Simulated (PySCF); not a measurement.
BBr2, SMILES Br[B]Br, multiplicity 2. Coordinates come from a B3LYP-D3(BJ)/def2-TZVP optimisation. The isomer is the one that the SMILES or the coordinates give; other isomers of the formula were not compared.

Calculation: B3LYP-D3(BJ)/def2-TZVP (PySCF).

Harmonic wavenumbers (cm⁻¹): 173, 545, 838. Rotational constants (GHz): 69.19, 1.111, 1.093; symmetry number 2.

Problem. Work out the zero-point energy and the ideal-gas rigid-rotor harmonic-oscillator thermochemistry at 298.15 K and 1 atm.

Solution. ZPE = ½ Σ hcν = ½ × 1556 cm⁻¹ = 9.31 kJ/mol. H − E(el) = 21.49 kJ/mol. Entropy in J/(mol K): translation 172.84, rotation 101.98, vibration 13.10, spin 5.76, total 293.69. G − E(el) = -66.07 kJ/mol. Cp = 48.39 J/(mol K).
